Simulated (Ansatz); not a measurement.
The same bond dissociation along the group B, Ga, In.

Calculated with Ansatz (gas phase, PBE0-D4/def2-TZVP geometries, no zero-point term in ΔE). CCSD(T)/CBS adds triple-zeta CCSD(T) − MP2 to the extrapolated MP2 energy (def2 sets, frozen cores). This one scheme is used for every species. DFT in def2-TZVPP. No spin–orbit coupling; open shells (•) take unrestricted orbitals. def2 core potentials past Kr. For Ga, In outer-core shells are correlated without core-valence functions, which leaves a few kJ/mol of doubt a bond. Scalar relativity is left out up to krypton.

| reaction | CCSD/CBS(def2) (kJ/mol) | PBE0-D4 (kJ/mol) | CCSD(T)/CBS(def2) (kJ/mol) |
| --- | --- | --- | --- |
| `B[SiH2]F` → `[BH2]`• + `F[SiH2]`• | 380 | 373 | 386 |
| `F[SiH2][GaH2]` → `[GaH2]`• + `F[SiH2]`• | 308 | 292 | 313 |
| `F[SiH2][InH2]` → `[InH2]`• + `F[SiH2]`• | 274 | 262 | 280 |

Largest T1 diagnostic: 0.018, for `[InH2]`•.
